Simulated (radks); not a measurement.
The numbers below are computed, except where a source is named.
Task: Coulomb parameter of the 5d shell of the osmium ion Os3+ in the model configuration [Xe] 4f14 5d4 6p1, as a second difference U = [E(n + 1) + E(n - 1) - 2 E(n)] / (1)^2 with all orbitals relaxed. "Bare": the charge of the atom changes with n. "Screened": the 6p shell takes up the change at fixed total charge, which measures U(5d,5d) + U(6p,6p) - 2 U(5d,6p). Code: a radial shooting solver on a logarithmic mesh with Libxc functionals. Model: scalar-relativistic Kohn-Sham, SCAN, spin-unpolarised, spherical densities, finite nucleus; meta-GGA in the generalised Kohn-Sham scheme; Fermi nuclear charge, rms radius 5.4126 fm. Estimate both.

Result: U(bare) = 12.798 eV, U(screened by 6p) = 1.821 eV, against the Slater integral F0(5d,5d) = 15.749 eV with frozen orbitals.
